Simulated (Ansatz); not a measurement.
Ansatz (a program for electronic structure) input:

Ansatz 0.2 input:
```yaml
crystal:
  periodic: [false, false, false]
  atoms:
    - {symbol: B, position_ang: [0.47776681, 0.06316341, -0.01431888]}
    - {symbol: F, position_ang: [0.68606156, -1.23582868, -0.19297905]}
    - {symbol: F, position_ang: [1.51879826, 0.87449174, 0.03959918]}
    - {symbol: O, position_ang: [-0.76417382, 0.58458411, 0.11802135]}
    - {symbol: C, position_ang: [-1.91009535, -0.15065280, 0.04040079]}
    - {symbol: H, position_ang: [-2.81330689, 0.38639839, 0.32688032]}
    - {symbol: H, position_ang: [-1.83838047, -1.24139870, 0.08173744]}
basis:
  gaussian:
    orbitals: def2-TZVP
hamiltonian:
  xc: b3lyp
  dispersion: d3bj
magnetization: {spin_polarized: true, initial_magnetization: 1}
relax: {f_tol: 0.002, max_steps: 150}
```

Task: What final total energy does it print?

Result: -339.33326 Eh (B3LYP-D3(BJ)/def2-TZVP). The basis has 167 functions.

It need not be the lowest isomer of its formula.
